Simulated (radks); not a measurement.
The numbers below are computed, except where a source is named.
Neutral magnesium, configuration [Ne] 3s1 3d1 (not the ground configuration). Code: a radial shooting solver on a logarithmic mesh with Libxc functionals. Model: non-relativistic Kohn-Sham, LDA (Slater exchange, Perdew-Wang correlation), spin-polarised, spherical densities, point nucleus; open shells are filled with parallel spins first.

Unscreened Slater integrals over Kohn-Sham orbitals (eV). They are taken over the spin-up orbitals.

integral,value
"F0(3d,3d)",2.9968
"F2(3d,3d)",1.4591
"F4(3d,3d)",0.92462
"F0(3d,3s)",3.9753
"G2(3d,3s)",0.69870
"F0(3d,2p)",4.1001
"F2(3d,2p)",0.13122
"G1(3d,2p)",0.027572
"G3(3d,2p)",0.015142
"F0(3d,2s)",4.1004
"G2(3d,2s)",0.016138
"F0(3s,3s)",8.6535
"F0(3s,2p)",11.552
"G1(3s,2p)",0.72714
"F0(3s,2s)",11.527
"G0(3s,2s)",0.56514
"F0(2p,2p)",36.541
"F2(2p,2p)",16.472
"F0(2p,2s)",35.694
"G1(2p,2s)",21.386
"F0(2s,2s)",35.249

Derived for the open shells (J is the average intra-shell exchange parameter used in DFT+U). 3d: Racah B = F2/49 - 5 F4/441 = 0.01929 eV, C = 35 F4/441 = 0.07338 eV, C/B = 3.80, F4/F2 = 0.634, J = (F2 + F4)/14 = 0.1703 eV.
